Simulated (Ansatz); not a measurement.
Isomers of LaO$_{3}$H$_{3}$ (singlet), relaxed with r2SCAN-D4/def2-SVP; total energies from Ansatz at CCSD(T)/def2-TZVPP.

```json
{"isomer": "A", "description": "point group not assigned; 3 × La–O 2.19 to 2.55 Å; 1 × O–O 1.49 Å; 2 × H–O 0.96 to 1.01 Å; 1 × H–La 2.18 Å", "energy (Eh)": "-258.58822"}
{"isomer": "B", "description": "point group not assigned; 3 × La–O 2.16 to 2.51 Å; 1 × O–O 1.48 Å; 2 × H–O 0.96 to 0.97 Å; 1 × H–La 2.17 Å", "energy (Eh)": "-258.61911"}
{"isomer": "C", "description": "point group not assigned; 3 × La–O 2.16 to 2.47 Å; 1 × O–O 1.48 Å; 2 × H–O 0.96 to 0.97 Å; 1 × H–La 2.18 Å", "energy (Eh)": "-258.61729"}
```

In the def2 sets La takes a core potential; there is no spin–orbit coupling. Correlated methods freeze 3 core orbitals; core or outer-core shells of La are correlated, in sets that lack core-valence functions.

A: The test of the restricted singlet for broken spin symmetry was undecided. B: The test of the restricted singlet for broken spin symmetry was undecided. C: The test of the restricted singlet for broken spin symmetry was undecided.

The isomers come from a short search, and lower ones may exist.

Problem. Work out the relative energies (1 Eh = 2625.5 kJ/mol) and the Boltzmann populations at 298 K from electronic energies alone (R = 8.314 J/mol/K).

Solution. ΔE: A 81.1, B 0.0, C 4.8 kJ/mol. RT = 2.48 kJ/mol. Factors exp(−ΔE/RT): A 6.28e-15, B 1, C 0.144; sum 1.144. Populations: A 0.0 %, B 87.4 %, C 12.6 %. Zero-point energy, vibrational entropy and symmetry numbers are left out and can shift these; an error of 4 kJ/mol changes a ratio by a factor of 5.0. Over the other density-functional and correlated levels in def2 sets, the gap between B and C ranges from 4 to 6 kJ/mol.
